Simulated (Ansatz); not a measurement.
Relaxation of ClH$_{9}$OSi$_{3}$ (14 atoms, charge 0, multiplicity 1), to a largest force component of 0.03 eV/Å in at most 50 steps.

Level of theory: RKS PBE0-D4/cc-pVDZ in Ansatz.

```xyz
14
Properties=species:S:1:pos:R:3:forces:R:3
Si -0.002 -0.380 -0.439 -0.01 -0.21 -0.25
Si 0.293 -0.122 2.970 -0.24 0.27 0.65
H -1.114 -0.629 2.882 0.01 0.01 0.03
H 0.840 -0.440 4.332 0.01 0.02 -0.03
H 0.300 1.367 2.775 0.00 -0.06 0.00
H 1.173 0.445 -0.834 -0.02 -0.02 0.04
H -0.873 0.282 0.575 0.01 -0.01 -0.06
Cl -1.214 -0.639 -2.119 0.06 0.01 0.04
O 0.554 -1.871 0.072 -0.16 0.10 -0.39
Si -0.065 -3.414 0.379 -0.01 -0.05 0.01
H 0.972 -4.400 -0.048 -0.01 -0.01 -0.01
H -0.315 -3.537 1.850 0.00 0.00 0.00
H -1.341 -3.623 -0.374 0.01 0.00 0.00
H 1.099 -0.782 1.931 0.35 -0.04 -0.03
```

Where does it end, and by what steps?

The run converged. After 6 steps the energy has fallen by 0.168 eV; H14 moved furthest, 0.49 Å.

| step | energy less start (eV) | largest force component (eV/Å) | accepted |
| --- | --- | --- | --- |
| 0 | 0.0000 | 0.645 | yes |
| 1 | -0.1242 | 0.132 | yes |
| 2 | -0.1493 | 0.371 | yes |
| 3 | -0.1621 | 0.141 | yes |
| 4 | -0.1622 | 0.203 | yes |
| 5 | -0.1667 | 0.068 | yes |
| 6 | -0.1676 | 0.021 | yes |

```xyz
14
Properties=species:S:1:pos:R:3
Si -0.029 -0.436 -0.745
Si 0.343 -0.073 3.328
H -0.983 -0.747 3.163
H 0.843 -0.284 4.723
H 0.191 1.394 3.067
H 1.158 0.353 -1.167
H -0.851 0.250 0.296
Cl -1.262 -0.684 -2.405
O 0.502 -1.919 -0.216
Si -0.109 -3.414 0.280
H 0.916 -4.443 -0.065
H -0.329 -3.382 1.760
H -1.401 -3.704 -0.419
H 1.319 -0.653 2.353
```

Whether the end is a true minimum wasn't checked by a vibrational analysis.

Run time: 17 s on 4 threads of Arm Neoverse V2, with other jobs on the host, peak memory 0.38 GiB.
